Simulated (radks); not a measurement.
Values are calculated unless marked as measured or tabulated.
All-electron atom: a nucleus of charge 71.2 with 71 electrons in [Xe] 4f14 5d1 6s2. Level of theory: scalar-relativistic Kohn-Sham, PBE, spin-polarised, spherical densities, finite nucleus; open shells are filled with parallel spins first (spin-orbit coupling, left out, can overturn this in heavy ions); Fermi nuclear charge, rms radius 5.37 fm (a radial shooting solver on a logarithmic mesh with Libxc functionals).

Radial electron density D(r) = 4 pi r^2 rho(r):

```
   r/bohr * D(r) (the largest magnitude, 129, reaches the edge; | marks zero)
 0.001122 |  *
 0.001521 |    *
 0.002078 |       *
 0.002817 |           *
 0.003848 |                 *
 0.005257 |                         *
 0.007124 |                                *
 0.009733 |                                      *
  0.01319 |                                        *
  0.01802 |                                      *
  0.02442 |                                   *
  0.03337 |                                       *
  0.04522 |                                                 *
  0.06178 |                                                      *
  0.08372 |                                              *
   0.1144 |                                         *
    0.155 |                                                *
   0.2118 |                                         *
   0.2893 |                        *
   0.3921 |                           *
   0.5357 |                         *
    0.726 |             *
   0.9918 |      *
    1.344 |   *
    1.836 | *
    2.489 |*
      3.4 *
    4.608 *
    6.295 *
    8.532 *
    11.66 *
```

D(r) has 4 maxima, at r = 0.0131, 0.0594, 0.165, 0.446 bohr, and minima at 0.0252, 0.107, 0.313 bohr, inside which lie 1.92, 11.07, 29.72 electrons.
